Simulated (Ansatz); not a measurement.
Born–Oppenheimer molecular dynamics of a periodic cell of 19 atoms, KY₁₈ (surface Y(0001), adsorbate K). It goes on from the last frame of an earlier run, with new velocities.

Theory: DFT PBE-D3(BJ), scalar-relativistic, plane waves, PAW (Ansatz 0.2.0). Settings: accuracy low, cutoff 420 eV, k mesh 2x2x1, fermi-dirac smearing 0.05 eV, no spin polarisation.

* ensemble: NVT, Nosé–Hoover chain
* time step: 2 fs
* steps asked: 200
* set temperature: 1800 K
* thermostat: time constant 3 fs, chain length 1
* atoms held: 1 to 6
* seed: 642074

First frame:

```xyz
19
Lattice="7.3000 0.0000 0.0000 5.4750 9.4830 0.0000 0.0000 0.0000 18.7341" Properties=species:S:1:pos:R:3
Y 0.000 0.000 1.000
Y 3.650 0.000 1.000
Y 1.825 3.161 1.000
Y 5.475 3.161 1.000
Y 3.650 6.322 1.000
Y 7.300 6.322 1.000
Y 1.062 1.607 4.433
Y 4.920 2.086 3.834
Y 2.694 5.642 4.643
Y 6.509 5.472 4.148
Y 4.866 8.098 4.549
Y 8.513 8.365 3.983
Y 0.917 0.538 7.464
Y 4.974 -0.234 6.678
Y 3.677 2.934 6.837
Y 6.877 3.506 7.280
Y 4.858 5.804 7.004
Y 8.480 6.928 6.878
K 3.486 -0.837 10.127
```

(1) What does the run give?

(2) What happens to the structure?

(3) How do temperature and energy run in time?

Answers

(1) The run went to its last step.

```yaml
steps_done: 200
time_covered: 400 fs
mean_temperature_over_the_second_half: 1800 K
spread_of_the_potential_energy_over_the_second_half: 49.2 meV per atom
mean_potential_energy_of_the_second_half_above_the_start: -68.9 meV per atom
```

The conserved energy stayed within 0.048 meV per atom of its start (net change -0.011 meV per atom), so the integration is sound. A run of 0.4 ps of so small a system gives no equilibrium averages. Limits of this set-up: coarse k mesh, thin slab, slab without dipole correction, low accuracy level.

(2) Mean squared displacements from the first frame to the last: Y 0.58 Å², K 4.99 Å². Another seed would give other details.

(3) 
```csv
time (fs),T (K),potential energy less start (eV),conserved less start (meV/atom)
0,1800,0.000,0.00
20,1799,-0.703,-0.02
40,1799,-1.313,-0.03
60,1798,-1.792,-0.03
80,1798,-2.091,-0.04
100,1796,-2.007,-0.04
120,1800,-1.543,-0.03
140,1798,-0.957,-0.01
160,1804,-0.489,-0.01
180,1796,-0.143,-0.01
200,1807,0.090,0.00
220,1796,0.037,0.00
240,1806,-0.282,-0.01
260,1792,-0.613,-0.02
280,1809,-0.904,-0.01
300,1793,-1.354,-0.01
320,1807,-1.955,-0.02
340,1789,-2.460,-0.04
360,1804,-2.544,-0.04
380,1792,-2.179,-0.02
400,1812,-1.842,-0.01
```

The run took 22 min on 4 threads of Intel(R) Xeon(R) Platinum 8259CL CPU @ 2.50GHz (Skylake/Cascade Lake), on a shared host, peak memory 3.6 GiB.
